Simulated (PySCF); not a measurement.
# From computed data to an observable: entropy of an ideal gas

C₂H₆N, SMILES [NH+](C)=C, charge +1.

Geometry optimised at B3LYP-D3(BJ)/def2-TZVP. The isomer is the one that the SMILES or the coordinates give; other isomers of the formula were not compared.

PySCF with B3LYP-D3(BJ)/def2-TZVP gives the harmonic wavenumbers 188, 467, 578, 908, 1055, 1075, 1138, 1154, 1267, 1439, 1465, 1469, 1482, 1528, 1754, 3064, 3141, 3145, 3175, 3261, 3480 cm⁻¹ and the rotational temperatures 2.3134, 0.4715, 0.4129 K. The molar mass is 44.08 g/mol, the symmetry number 1, the spin multiplicity 1.

### Question
Work out the entropy at 298.15 K and 1 atm in the rigid-rotor, harmonic-oscillator model.

### Answer

Translation (Sackur–Tetrode at 1 atm): S = R[1.5 ln M + 2.5 ln T − 1.16487] = 156.0 J/(mol K).
Rotation: q = (√π/σ) T^1.5/√(θA θB θC) = 13600, S = R[ln q + 3/2] = 91.6 J/(mol K).
Vibration: with u = 1.4388 ν/T, each mode gives R[u/(e^u − 1) − ln(1 − e^−u)]:
| ν (cm⁻¹) | modes | u | S (J/(mol K)) |
|---|---|---|---|
| 188 | 1 | 0.91 | 9.40 |
| 467 | 1 | 2.25 | 3.12 |
| 578 | 1 | 2.79 | 2.05 |
| 908 | 1 | 4.38 | 0.57 |
| 1055 | 1 | 5.09 | 0.31 |
| 1075 | 1 | 5.19 | 0.29 |
| 1138 | 1 | 5.49 | 0.22 |
| 1154 | 1 | 5.57 | 0.21 |
| 1267 | 1 | 6.11 | 0.13 |
| 1439 | 1 | 6.94 | 0.06 |
| 1465 | 1 | 7.07 | 0.06 |
| 1469 | 1 | 7.09 | 0.06 |
| 1482 | 1 | 7.15 | 0.05 |
| 1528 | 1 | 7.37 | 0.04 |
| 1754 | 1 | 8.46 | 0.02 |
The stiffer modes add less than 0.005 each. Sum 16.6 J/(mol K).
Spin: R ln 1 = 0.0 J/(mol K).
Total 264.2 J/(mol K); the program's own thermochemistry gives 264.2. Translation makes up 59 % and vibration 6 %. Anharmonicity, hindered rotation and orbital degeneracy are left out.
